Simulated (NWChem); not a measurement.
System: CHCl2 cation

The following NWChem deck was run.

```
start job
memory heap 200 mb stack 900 mb global 1100 mb
charge 1
geometry units angstroms noautosym nocenter noautoz
  Cl     1.447254     0.000000    -0.156525
  C      0.000000     0.000000     0.608428
  Cl    -1.447254     0.000000    -0.156525
  H      0.000000     0.000000     1.701032
end
basis spherical
  Cl library 6-31g*
  C library 6-31g*
  H library 6-31g*
end
dft
  xc b3lyp
  iterations 150
end
cosmo
  do_cosmo_smd true
  solvent toluene
end
task dft energy
```

NWChem printed, in part:

```
             Northwest Computational Chemistry Package (NWChem) 7.3.0
             --------------------------------------------------------

                             Geometry "geometry" -> ""
                             -------------------------

 Output coordinates in angstroms (scale by  1.889725989 to convert to a.u.)

  No.       Tag          Charge          X              Y              Z
 ---- ---------------- ---------- -------------- -------------- --------------
    1 Cl                  17.0000     1.44725400     0.00000000    -0.15652500
    2 C                    6.0000     0.00000000     0.00000000     0.60842800
    3 Cl                  17.0000    -1.44725400     0.00000000    -0.15652500
    4 H                    1.0000     0.00000000     0.00000000     1.70103200

 Effective nuclear repulsion energy (a.u.)     129.3278601390

                                 NWChem DFT Module
                                 -----------------

 Summary of "ao basis" -> "ao basis" (spherical)
 ------------------------------------------------------------------------------
       Tag                 Description            Shells   Functions and Types
 ---------------- ------------------------------  ------  ---------------------
 Cl                          6-31g*                  8       18   4s3p1d
 C                           6-31g*                  6       14   3s2p1d
 H                           6-31g*                  2        2   2s

 in cosmo_initialize ...
 calling solv_data for solv:toluene

 solvent parameters
 solvname_short: toluene
 solvname_long:  toluene
 dielec:        2.3741
 dielecinf:     2.2383
 nonaqueous SMD model solvent descriptors
 dielec:        2.3741
 sola:          0.0000
 solb:          0.1400
 solc:          0.8570
 solg:         40.2000
 solh:          0.0000
 soln:          1.4961

          ---------------
          -cosmo- solvent
          ---------------
 Cosmo: York-Karplus, doi: 10.1021/jp992097l
 dielectric constant -eps-     =   2.37
 screen = (eps-1)/(eps    )    =   0.57879
 surface charge correction     = lagrangian

   van der Waals surface
 --------------------------

 ---------- ATOMIC COORDINATES (A.U.) ------------ VDWR(ANG.) --
     1    2.73491350    0.00000000   -0.29578936     2.380
     2    0.00000000    0.00000000    1.14976220     1.850
     3   -2.73491350    0.00000000   -0.29578936     2.380
     4    0.00000000    0.00000000    3.21448438     1.200
 number of segments per atom =        128
 number of   points per atom =        128
 atom (   nspa,  nppa )
 ----------------------
    1 (     98,     0 )       0
    2 (     20,     0 )       0
    3 (     98,     0 )       0
    4 (     44,     0 )       0
 number of -cosmo- surface points =      260
 molecular surface =    118.126 angstrom**2
 molecular volume  =    105.837 angstrom**3
 -lineq- algorithm             =   0
 -bem- low  level              =   3
 -bem- from -octahedral-
 gaussian surface charge width =   4.50000
 degree of switching           =   1.00000
 switching function tolerance  =   0.00010
 atomic radii =
 --------------
    1 17.000  2.380
    2  6.000  1.850
    3 17.000  2.380
    4  1.000  1.200
 ...... end of -cosmo- initialization ......

 nat:                     4
 ixmem:                  1008
 calling mnsol_interface()
 G(SMD-CDS) energy (kcal/mol)  =    -1.195
 SMD-CDS SASA (angstrom**2)    =   105.062

            General Information
            -------------------
          SCF calculation type: DFT
          Wavefunction type:  closed shell.
          No. of atoms     :     4
          No. of electrons :    40
           Alpha electrons :    20
            Beta electrons :    20
          Charge           :     1
          Spin multiplicity:     1
          Use of symmetry is: off; symmetry adaption is: off
          Maximum number of iterations: 150
          AO basis - number of functions:    52
                     number of shells:    24
          Convergence on energy requested:  1.00D-06
          Convergence on density requested:  1.00D-05
          Convergence on gradient requested:  5.00D-04

[...]

                                COSMO-SMD solvation results
                                ---------------------------

             internal energy in gas <Psi(g)|H|Psi(g)> =      -958.722360501736
         internal energy in solvent <Psi(s)|H|Psi(s)> =      -958.721780364346
                               delta internal energy  =         0.000580137390 (    0.36 kcal/mol)
   total free energy in solvent <Psi(s)|H+V/2|Psi(s)> =      -958.779686276706
 polarization energy contribution <Psi(s)|V/2|Psi(s)> =        -0.057905912360 (  -36.34 kcal/mol)
    total free energy in solvent including G(SMD-CDS) =      -958.781590790096
                       G(SMD-CDS) energy contribution =        -0.001904513390 (   -1.20 kcal/mol)
     1 M fixed-concentration free energy of solvation =        -0.059230288360 (  -37.17 kcal/mol)

                       DFT Final Molecular Orbital Analysis
                       ------------------------------------

 Vector   18  Occ=2.000000D+00  E=-4.999237D-01
              MO Center=  3.1D-07,  3.1D-10, -1.4D-01, r^2= 3.1D+00
   Bfn.  Coefficient  Atom+Function         Bfn.  Coefficient  Atom+Function
  ----- ------------  ---------------      ----- ------------  ---------------
     8      0.555785  1 Cl py                40     -0.555785  3 Cl py
    12      0.252653  1 Cl py                44     -0.252653  3 Cl py
     4     -0.212708  1 Cl py                36      0.212708  3 Cl py
    28      0.032972  2 C  d -2

 Vector   19  Occ=2.000000D+00  E=-4.905664D-01
              MO Center= -9.0D-06, -7.7D-10, -3.8D-03, r^2= 3.1D+00
   Bfn.  Coefficient  Atom+Function         Bfn.  Coefficient  Atom+Function
  ----- ------------  ---------------      ----- ------------  ---------------
     9      0.517577  1 Cl pz                41      0.517581  3 Cl pz
    13      0.231217  1 Cl pz                45      0.231218  3 Cl pz
     5     -0.197036  1 Cl pz                37     -0.197037  3 Cl pz
    23     -0.176812  2 C  pz                51     -0.162484  4 H  s
    52     -0.160085  4 H  s                  7      0.077156  1 Cl px

 Vector   20  Occ=2.000000D+00  E=-4.871476D-01
              MO Center=  9.1D-06, -9.1D-10, -1.1D-01, r^2= 3.2D+00
   Bfn.  Coefficient  Atom+Function         Bfn.  Coefficient  Atom+Function
  ----- ------------  ---------------      ----- ------------  ---------------
     9      0.431567  1 Cl pz                41     -0.431563  3 Cl pz
     7      0.371574  1 Cl px                39      0.371573  3 Cl px
    13      0.188596  1 Cl pz                45     -0.188595  3 Cl pz
    11      0.170540  1 Cl px                43      0.170539  3 Cl px
     5     -0.165225  1 Cl pz                37      0.165223  3 Cl pz

 Vector   21  Occ=0.000000D+00  E=-2.836930D-01
              MO Center=  6.3D-08, -7.4D-10,  3.0D-01, r^2= 2.2D+00
   Bfn.  Coefficient  Atom+Function         Bfn.  Coefficient  Atom+Function
  ----- ------------  ---------------      ----- ------------  ---------------
    22      0.567191  2 C  py                26      0.497812  2 C  py
     8     -0.359997  1 Cl py                40     -0.359997  3 Cl py
    12     -0.260533  1 Cl py                44     -0.260533  3 Cl py
     4      0.133511  1 Cl py                36      0.133511  3 Cl py
    14     -0.053653  1 Cl d -2              46      0.053653  3 Cl d -2

 Vector   22  Occ=0.000000D+00  E=-1.333475D-01
              MO Center= -2.6D-07, -4.2D-10, -1.6D-02, r^2= 3.4D+00
   Bfn.  Coefficient  Atom+Function         Bfn.  Coefficient  Atom+Function
  ----- ------------  ---------------      ----- ------------  ---------------
    24      1.590796  2 C  s                 11      0.643877  1 Cl px
    43     -0.643877  3 Cl px                10     -0.565130  1 Cl s
    42     -0.565131  3 Cl s                 27     -0.483558  2 C  pz
     7      0.386289  1 Cl px                39     -0.386290  3 Cl px
    20      0.303699  2 C  s                 23     -0.274375  2 C  pz

 Vector   23  Occ=0.000000D+00  E=-6.074595D-02
              MO Center=  2.8D-07,  2.0D-10,  3.3D-02, r^2= 3.5D+00
   Bfn.  Coefficient  Atom+Function         Bfn.  Coefficient  Atom+Function
  ----- ------------  ---------------      ----- ------------  ---------------
    25      1.246896  2 C  px                10     -0.841777  1 Cl s
    42      0.841777  3 Cl s                 11      0.714139  1 Cl px
    43      0.714139  3 Cl px                21      0.579667  2 C  px
    13     -0.528235  1 Cl pz                45      0.528235  3 Cl pz
     7      0.243031  1 Cl px                39      0.243031  3 Cl px

     Multipole analysis of the density
     ---------------------------------

     L   x y z        total         alpha         beta         nuclear
     -   - - -        -----         -----         ----         -------
     0   0 0 0      1.000000    -20.000000    -20.000000     41.000000

     1   1 0 0      0.000000      0.000000      0.000000      0.000000
     1   0 1 0      0.000000      0.000000      0.000000      0.000000
     1   0 0 1      0.738402      0.341091      0.341091      0.056219

     2   2 0 0    -14.603128   -134.457345   -134.457345    254.311562
     2   1 1 0      0.000000      0.000000      0.000000      0.000000
     2   1 0 1     -0.000000     -0.000000     -0.000000      0.000000
     2   0 2 0    -20.380511    -10.190256    -10.190256      0.000000
     2   0 1 1     -0.000000     -0.000000     -0.000000      0.000000
     2   0 0 2    -17.943814    -19.591574    -19.591574     21.239334
```

Level: B3LYP/6-31G* (spherical d), SMD on the gas-phase geometry. Geometry: optimised at B3LYP/6-31G* (spherical d). B3LYP is NWChem's, with the RPA form of VWN correlation. Solvent: toluene.
